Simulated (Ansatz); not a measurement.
BGaH6OSi, SMILES `[OH][GaH][BH][SiH3]`. The species carries charge 0 and has multiplicity 1.

```xyz
10

O    -1.2881   -0.8838    2.1905
Ga   -1.1495    0.5269    1.0858
B    -0.4834    0.0823   -0.8250
Si    1.4510   -0.1263   -1.3054
H    -1.5882   -0.6514    3.0716
H    -1.5159    1.9177    1.7267
H    -1.2857   -0.1153   -1.6931
H     1.6942   -1.5943   -1.1571
H     2.3859    0.5825   -0.3890
H     1.7797    0.2618   -2.7050
```

(1) List the harmonic frequencies (cm⁻¹, unscaled) at PBE0-D4/def2-TZVP in Ansatz. (Best estimate.)

(2) Is this a minimum?

(3) Give the ideal-gas thermochemistry at 298.15 K and 1 bar (rigid rotor, harmonic oscillator; point group C1, symmetry number 1).

(4) And at 400, 500, 600, 800 and 1000 K?

(5) Rotational constants (cm⁻¹)?

## Answers

(1) Computed: 55, 67, 114, 143, 348, 375, 434, 489, 569, 611, 677, 700, 709, 842, 868, 893, 918, 956, 1938, 2183, 2211, 2215, 2611, 3901.

(2) Yes, all 24 modes are real.

(3) Zero-point energy 148.5 kJ/mol; H(298) − E = 171.9 kJ/mol; entropy 373.2 J/(mol·K), of which translation 169.6, rotation 114.9, vibration 88.7; G(298) − E = 60.7 kJ/mol. Modes under 100 cm⁻¹ are hindered rotations or soft bends, so the harmonic entropy is rough.

(4) 
| T (K) | H − E (kJ/mol) | S (J/mol/K) | G − E (kJ/mol) |
| --- | --- | --- | --- |
| 400 | 185.3 | 411.5 | 20.7 |
| 500 | 200.1 | 444.4 | -22.1 |
| 600 | 216.1 | 473.6 | -68.1 |
| 800 | 251.0 | 523.7 | -168.0 |
| 1000 | 288.6 | 565.6 | -277.0 |

(5) 0.2885, 0.04589, 0.04254.
